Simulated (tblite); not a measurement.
Species: C6H9NO2.
Atom-mapped SMILES: `[CH3:1][CH2:2][C:3](=[O:4])[O:5][C@@H:6]([CH3:7])[C:8]#[N:9]` (hydrogens: H10, H11, H12 on C1; H13, H14 on C2; H15 on C6; H16, H17, H18 on C7)

Computed with GFN2-xTB (tblite), gas phase: Langevin dynamics at 200 K from the optimised GFN2-xTB geometry, time step 0.5 fs, friction 0.01 fs⁻¹, 2000 steps. The instantaneous temperature is 2·E(kin)/(3Nk) with all 3N coordinates.

```
t (fs)  T (K)  E(pot) above start (eV)  C1–C2 (Å)  C2–C3 (Å)  C3=O4 (Å)  C3–O5 (Å)  O5–C6 (Å)  C1–H10 (Å)  C1–C2–C3–O4 (°)
     0    170                    0.000      1.523      1.509      1.200      1.344      1.435       1.087               26
    50    132                    0.209      1.519      1.495      1.208      1.352      1.450       1.084               11
   100    166                    0.252      1.554      1.515      1.186      1.342      1.428       1.078               14
   150    206                    0.391      1.552      1.563      1.191      1.315      1.415       1.087               -2
   200    178                    0.420      1.494      1.510      1.224      1.353      1.416       1.133               -5
   250    187                    0.413      1.568      1.528      1.189      1.344      1.419       1.063               -2
   300    233                    0.459      1.516      1.550      1.194      1.331      1.469       1.109                6
   350    173                    0.566      1.481      1.488      1.217      1.332      1.358       1.082               -7
   400    269                    0.443      1.564      1.500      1.187      1.372      1.487       1.071               -1
   450    206                    0.422      1.518      1.504      1.196      1.347      1.426       1.137               -1
   500    171                    0.294      1.538      1.480      1.204      1.384      1.437       1.053                7
   550    159                    0.396      1.594      1.503      1.198      1.330      1.452       1.130               15
   600    168                    0.351      1.505      1.483      1.202      1.349      1.397       1.053               28
   650    220                    0.380      1.533      1.556      1.200      1.353      1.445       1.101               29
   700    151                    0.392      1.559      1.541      1.210      1.317      1.430       1.100               38
   750     96                    0.398      1.509      1.457      1.185      1.355      1.410       1.100               46
   800    115                    0.261      1.544      1.536      1.213      1.339      1.468       1.095               36
   850    164                    0.206      1.570      1.536      1.182      1.345      1.409       1.088               34
   900    146                    0.336      1.485      1.490      1.227      1.339      1.436       1.065               25
   950    152                    0.442      1.495      1.494      1.202      1.364      1.489       1.103               20
  1000    143                    0.338      1.566      1.502      1.176      1.356      1.442       1.054               16
```

**Question.** From 500 fs on, how do temperature and potential energy compare with equipartition?

**Answer.** The mean temperature of these 11 frames is 153 K against the target 200 K, and the mean potential energy 0.34 eV against 48 × kT/2 = 0.41 eV for 48 classical harmonic modes. For 18 atoms in a canonical ensemble the temperature itself scatters by T·√(2/(3N)) = 38 K; here its standard deviation is 30 K. These frames run colder than the target by 23 %; at their own mean temperature equipartition would give 0.32 eV. The whole run lasts only 10 friction times of 100 fs, so these averages carry a wide statistical error.

**Question.** What are the kinetic and total energies of the listed frame with the highest potential energy?

**Answer.** The one at 350 fs, 0.566 eV above the start. Its kinetic energy is 3NkT/2 = 0.402 eV at 173 K, so the sum is 0.97 eV; over the listed frames the sum runs from 0.39 to 1.07 eV, since the thermostat adds and removes energy.

**Question.** How much do the listed bonds fluctuate from 500 fs on?

**Answer.** 
| bond | at the start (Å) | mean (Å) | standard deviation (Å) |
| --- | --- | --- | --- |
| C1–C2 | 1.523 | 1.536 | 0.033 |
| C2–C3 | 1.509 | 1.507 | 0.029 |
| C3=O4 | 1.200 | 1.200 | 0.014 |
| C3–O5 | 1.344 | 1.348 | 0.017 |
| O5–C6 | 1.435 | 1.438 | 0.025 |
| C1–H10 | 1.087 | 1.086 | 0.024 |

The motion is classical and holds no zero-point motion.

The cost below is that of the whole dynamics run. Hardware: one thread of an Arm Neoverse V1, on a shared host. Cost: 13 s wall, 0.18 GiB resident at most.
